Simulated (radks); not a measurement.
The numbers below are computed, except where a source is named.
Re+, configuration [Xe] 4f14 5d5 7s1 (not the ground configuration).

Code: a radial shooting solver on a logarithmic mesh with Libxc functionals. Model: Dirac Kohn-Sham, exchange-only B88, spin-unpolarised, spherical densities, point nucleus; open shells are shared between the two j in proportion to 2j + 1.

Energy parts (Ry):
part                   energy
total             -33428.1057
kinetic            37822.2232
electron-nucleus  -83589.6428
Hartree            12998.3641
exchange            -659.0502

Orbitals (lengths in bohr, moments of r in powers of bohr):
orbital,occ.,eigenvalue (Ry),<r^2>,small-component weight
1s1/2,2,-5261.139,0.0004477,8.03e-02
2s1/2,2,-912.1820,0.006815,1.82e-02
2p1/2,2,-872.7959,0.004858,1.83e-02
2p3/2,4,-766.9348,0.006056,1.65e-02
3s1/2,2,-211.7611,0.04446,6.02e-03
3p1/2,2,-194.1999,0.04075,5.96e-03
3p3/2,4,-171.2116,0.04731,5.43e-03
3d3/2,4,-141.7495,0.03659,5.32e-03
3d5/2,6,-136.7600,0.03838,5.17e-03
4s1/2,2,-44.79816,0.2192,1.99e-03
4p1/2,2,-37.47592,0.2256,1.90e-03
4p3/2,4,-32.10984,0.2605,1.70e-03
4d3/2,4,-20.09836,0.2822,1.50e-03
4d5/2,6,-19.10720,0.2953,1.45e-03
4f5/2,6,-3.98976,0.4132,1.05e-03
4f7/2,8,-3.80515,0.4266,1.03e-03
5s1/2,2,-7.04629,1.208,4.56e-04
5p1/2,2,-4.83486,1.465,3.78e-04
5p3/2,4,-4.02724,1.741,3.22e-04
5d3/2,2,-1.20530,3.706,1.58e-04
5d5/2,3,-1.13470,3.968,1.48e-04
6s1/2,0,-1.09684,8.567,6.83e-05
6p1/2,0,-0.68822,13.38,4.46e-05
6p3/2,0,-0.61234,16.12,3.76e-05
6d3/2,0,-0.26150,48.39,1.23e-05
6d5/2,0,-0.25730,49.80,1.22e-05
7s1/2,1,-0.34855,48.42,1.36e-05

The highest occupied level is 7s1/2 at -4.742 eV. The configuration is held as typed, so some empty levels lie below it. The density falls to 0.001 e/bohr^3 at r = 3.82 bohr.
